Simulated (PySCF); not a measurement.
## Excitation energies in several basis sets

Compound: difluorogermane, F2GeH2.
SMILES: `[F][GeH2][F]`

TDDFT with PBE0 (PySCF), vertical singlets, core orbitals frozen in the response, spherical d and f functions. Isolated species at its PBE0-D3(BJ)/def2-SVP geometry, gas phase. Relativistic effects, spin–orbit coupling among them, are left out although an element past zinc is present.

Task: How do the low singlets change with the basis? Take 6-31G*, def2-SVP, def2-SVPD, aug-cc-pVDZ, def2-TZVP, def2-TZVPD and aug-cc-pVTZ.

Result: 

```json
{"basis": "6-31G*", "functions": "64", "diffuse": "no", "S1 (eV)": "8.40", "S2 (eV)": "8.67", "S3 (eV)": "9.45", "S4 (eV)": "9.57", "S5 (eV)": "9.76", "LUMO (eV)": "0.28", "α (au)": "22.9"}
{"basis": "def2-SVP", "functions": "70", "diffuse": "no", "S1 (eV)": "8.52", "S2 (eV)": "8.87", "S3 (eV)": "9.66", "S4 (eV)": "9.76", "S5 (eV)": "9.96", "LUMO (eV)": "0.31", "α (au)": "23.5"}
{"basis": "def2-SVPD", "functions": "100", "diffuse": "yes", "S1 (eV)": "8.24", "S2 (eV)": "8.48", "S3 (eV)": "9.27", "S4 (eV)": "9.60", "S5 (eV)": "9.73", "LUMO (eV)": "-0.27", "α (au)": "29.6"}
{"basis": "aug-cc-pVDZ", "functions": "100", "diffuse": "yes", "S1 (eV)": "8.08", "S2 (eV)": "8.28", "S3 (eV)": "8.88", "S4 (eV)": "9.37", "S5 (eV)": "9.50", "LUMO (eV)": "-0.49", "α (au)": "29.8"}
{"basis": "def2-TZVP", "functions": "122", "diffuse": "no", "S1 (eV)": "8.34", "S2 (eV)": "8.64", "S3 (eV)": "9.62", "S4 (eV)": "9.70", "S5 (eV)": "9.74", "LUMO (eV)": "-0.01", "α (au)": "27.3"}
{"basis": "def2-TZVPD", "functions": "152", "diffuse": "yes", "S1 (eV)": "8.15", "S2 (eV)": "8.38", "S3 (eV)": "9.14", "S4 (eV)": "9.48", "S5 (eV)": "9.61", "LUMO (eV)": "-0.33", "α (au)": "30.1"}
{"basis": "aug-cc-pVTZ", "functions": "197", "diffuse": "yes", "S1 (eV)": "8.07", "S2 (eV)": "8.30", "S3 (eV)": "8.87", "S4 (eV)": "9.41", "S5 (eV)": "9.53", "LUMO (eV)": "-0.49", "α (au)": "30.2"}
```

States are compared by their number. Against the largest diffuse basis here (aug-cc-pVTZ, itself not a converged limit), sets without diffuse functions differ by up to 0.44 eV in S1 and 0.42 eV in S5; the smaller diffuse sets differ by up to 0.17 and 0.19 eV. State by state, the largest deviation of a set without diffuse functions is S1 0.44, S2 0.58, S3 0.79, S4 0.35, S5 0.42 eV. The same number needn't mean the same state in each row. Against aug-cc-pVTZ the polarisability deviates by -24% in 6-31G*, -22% in def2-SVP, -2% in def2-SVPD, -1% in aug-cc-pVDZ, -10% in def2-TZVP, 0% in def2-TZVPD.

Without π bonds the low states are Rydberg-like; a valence basis with one diffuse set may place them up to an eV too high.
